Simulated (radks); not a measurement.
Valence configurations of the platinum ion Pt2+ (all share [Xe]). Method: scalar-relativistic Kohn-Sham, PBEsol, spin-polarised, spherical densities, finite nucleus; open shells are filled with parallel spins first (spin-orbit coupling, left out, can overturn this in heavy ions); Fermi nuclear charge, rms radius 5.427 fm; computed with a radial shooting solver on a logarithmic mesh with Libxc functionals. Energies are relative to 4f14 5d8; eigenvalues in eV for spin up.

valence               E (eV)  moment (Bohr magnetons)    e(4f)    e(5d)    e(6p)    e(6s)
4f14 5d8               0.000                        2  -91.230  -26.512        -        -
4f14 5d6 6s2           7.848                        4  -98.917  -32.335        -  -25.498
4f14 5d6 6p2          23.648                        6  -101.94  -35.151  -18.582        -
4f13.5 5d8.5          34.059                        2  -97.132  -27.115        -        -
4f13 5d9              70.383                        2  -103.13  -27.711        -        -
4f13 5d8 6p1          83.417                        4  -108.66  -32.261  -16.843        -
4f12.5 5d8 6p1.5      130.44                        5  -117.67  -35.224  -17.920        -
4f12 5d10             150.01                        2  -115.40  -28.886        -        -
4f11.5 5d8 6s1 6p1.5  225.83                        7  -134.70  -39.981  -19.168  -28.977
4f11 5d9 6p2          273.99                        6  -139.88  -39.760  -19.089        -

NIST lists [Xe] 4f14 5d8 as the ground configuration; this level of theory agrees among the configurations tried. The energies are those of spherical high-spin densities, not of single terms.
